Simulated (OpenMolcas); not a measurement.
**Lines of Zr I: computed and rescaled rates**

* Program: OpenMolcas
* Method: MS-RASPT2, IPEA 0.25 Eh, imaginary shift 0.1 Eh (closed shells correlated: 4s 4p)
* Basis: ANO-RCC-VTZP [7s6p4d2f1g]
* Scalar Hamiltonian: DKH2, point nucleus
* Active space: 4 electrons in 9 orbitals (RAS2 4d 5s; RAS3 5p, at most 2 electrons)
* State averaging: 2S+1 = 3 even, 60 roots (55 in the spin-orbit step); 2S+1 = 5 even, 15 roots kept (CI in the orbitals of an earlier block, 10 in the spin-orbit step); 2S+1 = 1 even, 55 roots kept (CI in the orbitals of an earlier block, 43 in the spin-orbit step); 2S+1 = 3 odd, 87 roots (51 in the spin-orbit step); 2S+1 = 5 odd, 59 roots kept (CI in the orbitals of an earlier block, 39 in the spin-orbit step); 2S+1 = 1 odd, 67 roots kept (CI in the orbitals of an earlier block, 18 in the spin-orbit step)
* Spin-orbit coupling: state interaction with AMFI integrals over the reference wave functions, term energies averaged over their components

Rates come from the transition moments of the reference wave functions (E1 in the length form). At fixed line strength A goes as λ^-3 for E1 and M1 and as λ^-5 for E2, so a rate at the computed wavelength can be rescaled to the measured one. Measured vacuum wavelengths follow from level energies in NIST Handbook of Basic Atomic Spectroscopic Data. Branching counts E1 and M1 decays inside the model space alone, at computed energies, and the table is only a selection of the E1 lines, drawn from those between levels with measured partners whose computed energy lies within a factor of 1.5 of the measured one.

| Upper | Lower | Type | λ computed (nm) | λ measured (nm) | A computed (s-1) | A rescaled (s-1) | Branching % |
| --- | --- | --- | --- | --- | --- | --- | --- |
| 4d2 5s 5p 5G* 2 | 4d3 5s 5F2 | E1 | 960.1 | 1025 | 3.01e+04 | 2.47e+04 | 7.7 |
| 4d2 5s 5p 5G* 3 | 4d3 5s 5F3 | E1 | 947.7 | 1005 | 2.84e+04 | 2.38e+04 | 8.2 |
| 4d2 5s 5p 5G* 2 | 4d3 5s 5F1 | E1 | 945.5 | 1009 | 1.70e+05 | 1.40e+05 | 43.6 |
| 4d2 5s 5p 5G* 3 | 4d3 5s 5F2 | E1 | 926.9 | 982.5 | 2.11e+05 | 1.77e+05 | 61.2 |
| 4d2 5s 5p 5G* 5 | 4d3 5s 5F4 | E1 | 888.1 | 928 | 3.01e+05 | 2.64e+05 | 96.9 |
| 4d2 5s 5p 5G* 6 | 4d3 5s 5F5 | E1 | 869.1 | 901.8 | 3.20e+05 | 2.86e+05 | 100.0 |
| 4d2 5s 5p 5F* 1 | 4d3 5s 5F2 | E1 | 816.8 | 850.1 | 9.46e+05 | 8.39e+05 | 21.3 |
| 4d2 5s 5p 5F* 2 | 4d3 5s 5F3 | E1 | 814.7 | 846.7 | 9.23e+05 | 8.22e+05 | 20.2 |
| 4d2 5s 5p 5F* 3 | 4d3 5s 5F4 | E1 | 813.5 | 841.6 | 7.69e+05 | 6.95e+05 | 16.0 |
| 4d2 5s 5p 5F* 4 | 4d3 5s 5F5 | E1 | 812.5 | 837.2 | 4.58e+05 | 4.19e+05 | 9.2 |
| 4d2 5s 5p 5F* 1 | 4d3 5s 5F1 | E1 | 806.2 | 839.2 | 2.56e+06 | 2.27e+06 | 57.6 |
| 4d2 5s 5p 5F* 1 | 4d2 5s2 3P1 | E1 | 799.5 | 805.8 | 3.57e+05 |  | 8.0 |
| 4d2 5s 5p 5F* 2 | 4d3 5s 5F2 | E1 | 799.3 | 830.8 | 2.42e+06 | 2.16e+06 | 53.2 |
| 4d2 5s 5p 5F* 3 | 4d3 5s 5F3 | E1 | 793.7 | 821.5 | 2.89e+06 | 2.61e+06 | 60.2 |
| 4d2 5s 5p 5F* 1 | 4d2 5s2 3P0 | E1 | 789.4 | 794.3 | 2.24e+05 |  | 5.0 |
| 4d2 5s 5p 5F* 2 | 4d3 5s 5F1 | E1 | 789.2 | 820.4 | 8.14e+05 | 7.25e+05 | 17.8 |
| 4d2 5s 5p 5F* 4 | 4d3 5s 5F4 | E1 | 789.1 | 813.5 | 3.60e+06 | 3.29e+06 | 72.1 |
| 4d2 5s 5p 5F* 5 | 4d3 5s 5F5 | E1 | 784.5 | 807.2 | 4.63e+06 | 4.25e+06 | 89.4 |
| 4d2 5s 5p 5F* 3 | 4d3 5s 5F2 | E1 | 779.1 | 806.5 | 9.66e+05 | 8.71e+05 | 20.1 |
| 4d2 5s 5p 5F* 4 | 4d3 5s 5F3 | E1 | 770.5 | 794.6 | 8.51e+05 | 7.76e+05 | 17.1 |
| 4d2 5s 5p 5F* 5 | 4d3 5s 5F4 | E1 | 762.7 | 785.2 | 5.28e+05 | 4.84e+05 | 10.2 |
| 4d2 5s 5p 5G* 3 | 4d2 5s2 3F3 | E1 | 702.1 | 683.5 | 8.38e+04 |  | 24.3 |
| 4d2 5s 5p 5G* 2 | 4d2 5s2 3F2 | E1 | 696 | 676.4 | 1.73e+05 |  | 44.3 |
| 4d2 5s 5p 5G* 3 | 4d2 5s2 3F2 | E1 | 678.4 | 657.8 | 1.70e+04 |  | 4.9 |
| 4d2 5s 5p 5F* 1 | 4d2 5s2 3F2 | E1 | 617.5 | 595.7 | 3.32e+05 |  | 7.5 |

Spin-changing lines and M1 lines between different terms are not rescaled, since their strength hangs on the term gaps too.

The largest correction is for 4d2 5s 5p 5G* 2 → 4d3 5s 5F2 (E1): 3.01e+04 × (960.1 / 1025)^3 = 2.47e+04 s-1, a factor of 0.82.

The computed rate and branching of 4d2 5s 5p 5G* 6 → 4d3 5s 5F5 give the upper level a radiative lifetime of 1.000 / 3.20e+05 s-1 = 3.13e-06 s, counting decays inside the model space alone. The rescaled rate gives about 3.5e-06 s.

No measured rate stands beside these. Rescaling mends the energy factor alone: line strengths can still be far off where a level mixes with configurations outside the active space, and weak or spin-changing lines hang on small mixing coefficients that depend on the term gaps too, so rescaling need not improve them.

Term energies are means over components that CASPT2 splits; among the terms shown or strongly mixed into the levels shown the widest spread is 1200 cm-1 (4d2 5s2 3F). Some high roots are left out of the spin-orbit mixing, which shifts the levels that they would mix with. Terms from blocks run as CI alone lack orbitals of their own. Configurations are named by rounded mean occupations; where the s occupation lies near a half they are strongly mixed, a name can repeat and a true partner stay unpaired. A single d shell beside an s shell can misplace configurations of different d count against each other. The CASPT2 spread within a term exceeds the gap to the next term for 4d2 5s2 3P and 4d3 5s 5F, 4d2 5s 5p 3F*(1) and 4d2 5s 5p 5F*, so the order of their levels is uncertain, and so are names and mixing where such terms share a J. Some terms miss by over 15 % even with CASPT2, which points to a basis or an active space too small for the shells correlated. Measured partners are found by configuration, term and J. A level has none where our copy of the source lacks it or the pairing is in doubt (some pairs that miss far off the trend of their configuration count as doubtful). Levels of configurations outside the active space are missing.

A number in round brackets counts repeated terms of one configuration in the order of the reference energies. * marks odd parity.
